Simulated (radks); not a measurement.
Spherical jellium clusters: N electrons in a uniform positive sphere of charge N and radius rs N^(1/3), rs = 3.78 bohr. Calculated with a radial shooting solver with Libxc functionals: non-relativistic Kohn-Sham, LDA (Slater exchange, Perdew-Wang correlation), spin-polarised, spherical densities. Levels are named by radial order and angular momentum (1s, 1p, 1d, 2s, ...), and open shells are averaged over m. Each electron was tried in the lowest free levels, single moves between levels near the top were tried too, and the lowest total energy was kept; such a search can miss a lower state. Energies include the self-energy of the background; IP and EA are vertical (highest electron removed, lowest free level filled), at fixed background; spill-out counts the electrons outside the background radius R, and alpha is the static dipole polarisability from linear response (closed shells only). A dash means not computed or, for alpha, an open shell; in EA it means that no bound solution was reached, which is typical of self-interaction and does not show that the anion is unstable. Real open-shell clusters deform, which this model forbids.

\begin{tabular}{lrrrrrrrrr}
N & open shells & 2S & E/N (eV) & E(N+1) + E(N-1) - 2E(N) (eV) & IP (eV) & EA (eV) & -e(HOMO) (eV) & spill-out (e) & alpha/R^3 \\ \hline
1 & 1s(up 1, down 0) & 1 & -1.179 & - & - & - & 3.115 & 0.40 & - \\
2 & none & 0 & -1.664 & 1.205 & 5.508 & - & 3.339 & 0.58 & 1.683 \\
3 & 1p(up 1, down 0) & 1 & -1.424 & -0.680 & 3.905 & - & 2.176 & 0.89 & - \\
4 & 1p(up 2, down 0) & 2 & -1.474 & -0.491 & 4.496 & - & 2.734 & 1.07 & - \\
5 & 1p(up 3, down 0) & 3 & -1.602 & 0.307 & 4.830 & - & 3.097 & 1.20 & - \\
6 & 1p(up 3, down 1) & 2 & -1.637 & -0.398 & 4.382 & - & 2.820 & 1.35 & - \\
7 & 1p(up 3, down 2) & 1 & -1.718 & -0.290 & 4.696 & 1.671 & 3.137 & 1.46 & - \\
8 & none & 0 & -1.815 & 1.322 & 4.901 & - & 3.366 & 1.56 & 1.466 \\
9 & 1d(up 1, down 0) & 1 & -1.744 & -0.286 & 3.503 & - & 2.125 & 1.75 & - \\
10 & 1d(up 2, down 0) & 2 & -1.715 & -0.246 & 3.773 & - & 2.405 & 1.90 & - \\
11 & 1d(up 3, down 0) & 3 & -1.715 & -0.212 & 3.986 & 1.340 & 2.631 & 2.02 & - \\
12 & 1d(up 4, down 0) & 4 & -1.731 & -0.183 & 4.157 & 1.536 & 2.818 & 2.13 & - \\
13 & 1d(up 5, down 0) & 5 & -1.760 & 0.353 & 4.297 & 1.218 & 2.975 & 2.22 & - \\
14 & 1d(up 5, down 1) & 4 & -1.759 & -0.193 & 3.902 & 1.435 & 2.646 & 2.33 & - \\
15 & 1d(up 5, down 2) & 3 & -1.771 & -0.166 & 4.070 & 1.618 & 2.823 & 2.43 & - \\
16 & 1d(up 5, down 3) & 2 & -1.792 & -0.145 & 4.208 & 1.776 & 2.972 & 2.52 & - \\
17 & 1d(up 5, down 4) & 1 & -1.819 & -0.127 & 4.324 & 1.914 & 3.100 & 2.61 & - \\
18 & none & 0 & -1.850 & 0.226 & 4.422 & 1.738 & 3.211 & 2.68 & 1.354 \\
19 & 2s(up 1, down 0) & 1 & -1.866 & 0.206 & 4.168 & 1.604 & 2.986 & 2.85 & - \\
20 & none & 0 & -1.870 & 0.499 & 3.965 & 1.122 & 2.825 & 3.06 & 1.390 \\
21 & 1f(up 1, down 0) & 1 & -1.850 & -0.135 & 3.486 & 1.270 & 2.362 & 3.16 & - \\
22 & 1f(up 2, down 0) & 2 & -1.838 & -0.124 & 3.603 & 1.402 & 2.488 & 3.25 & - \\
23 & 1f(up 3, down 0) & 3 & -1.832 & -0.114 & 3.708 & 1.522 & 2.601 & 3.33 & - \\
24 & 1f(up 4, down 0) & 4 & -1.832 & -0.105 & 3.802 & 1.632 & 2.703 & 3.41 & - \\
25 & 1f(up 5, down 0) & 5 & -1.836 & -0.097 & 3.886 & 1.732 & 2.796 & 3.48 & - \\
26 & 1f(up 6, down 0) & 6 & -1.843 & -0.089 & 3.962 & 1.824 & 2.881 & 3.55 & - \\
27 & 1f(up 7, down 0) & 7 & -1.853 & 0.312 & 4.031 & 1.523 & 2.959 & 3.61 & - \\
28 & 1f(up 7, down 1) & 6 & -1.851 & -0.100 & 3.699 & 1.632 & 2.655 & 3.69 & - \\
29 & 1f(up 7, down 2) & 5 & -1.853 & - & 3.787 & 1.731 & 2.749 & 3.76 & - \\
\end{tabular}

All shells are closed at N = 2, 8, 18, 20 (there: 1s2 1p6 1d10 2s2); the second difference of the energy has clear peaks (12 % above both neighbours; the first and last values, which can be the largest, are not judged, and half-filled shells can peak too) at N = 5, 8, 13, 20, 27.
